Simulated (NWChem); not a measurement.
System meant: CH5NOSe; SMILES [Se](OC)N

The following NWChem deck was run.

```
start job
memory heap 200 mb stack 900 mb global 1100 mb
geometry units angstroms noautosym nocenter noautoz
  Se     0.466245    -0.469010     0.159294
  O      0.076779     1.222035     0.709932
  C     -0.319933     2.121455    -0.291316
  H     -1.294066     1.848804    -0.740717
  H     -0.433172     3.108549     0.184852
  H      0.422582     2.206380    -1.105932
  N     -1.123664    -1.270428    -0.056727
  H     -1.687304    -0.970522    -0.846503
  H     -1.673987    -1.409734     0.785984
end
basis spherical
  Se library def2-svp
  O library def2-svp
  C library def2-svp
  H library def2-svp
  N library def2-svp
end
dft
  xc m06-l
  iterations 150
end
property
  shielding
end
task dft property
```

End of the output:

```
 Vector   33  Occ=0.000000D+00  E= 7.625824D-02
              MO Center= -8.9D-01,  7.9D-01, -6.2D-01, r^2= 6.0D+00
   Bfn.  Coefficient  Atom+Function         Bfn.  Coefficient  Atom+Function
  ----- ------------  ---------------      ----- ------------  ---------------
    49      1.608116  3 C  s                 62     -0.965664  4 H  s
    91     -0.774812  8 H  s                 72     -0.748992  6 H  s
    67     -0.642064  5 H  s                 82     -0.443315  7 N  px
    15     -0.428132  1 Se px                 4      0.372616  1 Se s
    78      0.347906  7 N  s                 55     -0.314823  3 C  pz

 center of mass
 --------------
 x =   0.20624715 y =  -0.07469546 z =   0.26856472

 moments of inertia (a.u.)
 ------------------
         537.255991954264           7.741764035888         -26.133838909922
           7.741764035888         193.397745144708           4.527575773293
         -26.133838909922           4.527575773293         646.746022928666

     Multipole analysis of the density
     ---------------------------------

     L   x y z        total         alpha         beta         nuclear
     -   - - -        -----         -----         ----         -------
     0   0 0 0     -0.000000    -30.000000    -30.000000     60.000000

     1   1 0 0     -0.670870     -2.239683     -2.239683      3.808495
     1   0 1 0      0.044026     -2.292099     -2.292099      4.628224
     1   0 0 1     -0.440125     -7.049675     -7.049675     13.659225

     2   2 0 0    -24.234227    -56.006861    -56.006861     87.779495
     2   1 1 0      0.515013     -0.504770     -0.504770      1.524552
     2   1 0 1     -0.143707     -8.089511     -8.089511     16.035315
     2   0 2 0    -26.827231   -153.766830   -153.766830    280.706428
     2   0 1 1     -1.728533      3.286517      3.286517     -8.301567
     2   0 0 2    -28.188994    -29.390677    -29.390677     30.592360

          -----------------------------------------
          Chemical Shielding Tensors (GIAO, in ppm)
          -----------------------------------------

 ------------------------------------------------------------------------
  xm06: d2 not coded                    0
 ------------------------------------------------------------------------
 ------------------------------------------------------------------------
  current input line :
    28: task dft property
 ------------------------------------------------------------------------
 ------------------------------------------------------------------------
 This error has not yet been assigned to a category
 ------------------------------------------------------------------------
 For more information see the NWChem manual at https://nwchemgit.github.io

0: xm06: d2 not coded:Received an Error in Communication
```

What is wrong, and how is it mended?

The run crashed. Cause: this functional's second derivatives, which shieldings need, aren't coded here; the fix takes a hybrid GGA instead. This input runs:
```
start job
memory heap 200 mb stack 900 mb global 1100 mb
geometry units angstroms noautosym nocenter noautoz
  Se     0.466245    -0.469010     0.159294
  O      0.076779     1.222035     0.709932
  C     -0.319933     2.121455    -0.291316
  H     -1.294066     1.848804    -0.740717
  H     -0.433172     3.108549     0.184852
  H      0.422582     2.206380    -1.105932
  N     -1.123664    -1.270428    -0.056727
  H     -1.687304    -0.970522    -0.846503
  H     -1.673987    -1.409734     0.785984
end
basis spherical
  * library def2-svp
end
dft
  xc pbe0
  iterations 150
end
property
  shielding
end
task dft property
```
It converges to -2571.70190 Ha (PBE0/def2-SVP, GIAO).
